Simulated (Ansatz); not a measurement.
Reactions of CH$_{6}$BNSZn, SMILES `B[S][Zn][CH2]N`.

Gas-phase electronic energies from Ansatz, PBE0-D4/def2-TZVP geometries. CCSD(T)/CBS is the MP2 limit (def2-TZVPP, def2-QZVPP) plus CCSD(T) − MP2 in def2-TZVPP, frozen cores. This one scheme is used for every species, atoms too. DFT in def2-TZVPP. No spin–orbit coupling; open shells (•) take unrestricted orbitals. Spin–orbit coupling would lower the free atoms: a little for B, C, S. Bonds to Zn are less sure, by a few kJ/mol each and by 10 to 20 or more in all where they break to atoms, as the def2 sets lack core-valence functions. Scalar relativity is left out up to krypton. One conformer a species, not always the lowest.

```csv
reaction,ωB97M-V (kJ/mol),PBE0-D4 (kJ/mol),B2PLYP (kJ/mol)
`B[S][Zn][CH2]N` → B• + C• + 6 H• + N• + S• + Zn (atom),3584,3586,3519
`B[S][Zn][CH2]N` + SiH₄ → `N[CH2][Zn][SiH3]` + `BS`,74,69,76
`B[S][Zn][CH2]N` + H–F → `N[CH2][Zn][F]` + `BS`,-2,9,-7
`B[S][Zn][CH2]N` + H₂ → `N[CH2][ZnH]` + `BS`,67,74,68
```

Question: Give the CCSD(T)/CBS values in the same order. (Estimate.)

Answer: The calculation gave: 3552, 79, 4, 78 kJ/mol.

Largest T1 diagnostic: 0.017, for Zn (atom).
